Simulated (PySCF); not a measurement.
## Unknown compound

Molecular formula: C5H8N2OSi. Simulated spectra:

1H NMR (500 MHz, computed): δ 6.79 (m, 2H), 6.73 (m, 2H), 5.58 (br s, 2H), 5.13 (s, 2H).

13C{1H} NMR (computed): δ 179.8 (C), 127.8 (CH, 2C), 119.0 (CH, 2C).

Theoretical values (PySCF): geometry: GFN2-xTB, PBE0/pcSseg-1 with gauge-including orbitals. Equivalent nuclei averaged, gas phase, one conformer, relativity neglected.

δ = σ(ref) − σ, references computed at the same level: TMS for 1H (31.72 ppm), 13C (186.93 ppm).

Propose a structure and justify it.

## Answers


The formula gives 4 degrees of unsaturation (1 ring in the answer). 3 carbon signals for 5 carbons: some carbons are equivalent by symmetry or fast rotation. Carbon types of the structure: 1 × C, 4 × CH, leaving 4 H on heteroatoms. δC 179.8: carbonyl carbon. δC 127.8: aromatic CH next to a ring nitrogen. δC 119.0: aromatic CH. δH 6.79: hydrogen on an aromatic CH next to a ring nitrogen; the ring current deshields protons in the ring plane. δH 6.73: hydrogen on an aromatic CH; ring-current deshielding. δH 5.58: hydrogen on an amide-type nitrogen; exchangeable; this is the value without hydrogen bonding to other molecules. δH 5.13: hydrogen on a silicon bonded to C, N.

The compound is `n1([SiH2]C(N)=O)cccc1`.

The data come from this structure; uniqueness wasn't tested.

OH and NH positions are those of a molecule without intermolecular hydrogen bonds; in solution they move with solvent, concentration and temperature, and exchange usually removes their couplings. Shifts are as computed. Against solution values, carbons near 30 ppm lie about +3 ppm off and those near 130 ppm about +5 ppm. Of 1211 compounds with measured shifts, 218 miss one by over three times the rms of a fit or turn the order of signals round; such compounds aren't used in these exercises. The C=O carbon of an acid or of an amide with N–H lies up to 10 ppm further downfield in solution, through hydrogen bonding that the calculation lacks. No couplings were computed; multiplicities are counted from neighbouring protons, with m where these are inequivalent, close in shift, in a saturated or five-membered ring or joined by F or P, and br s for small geminal =CH2 splittings.
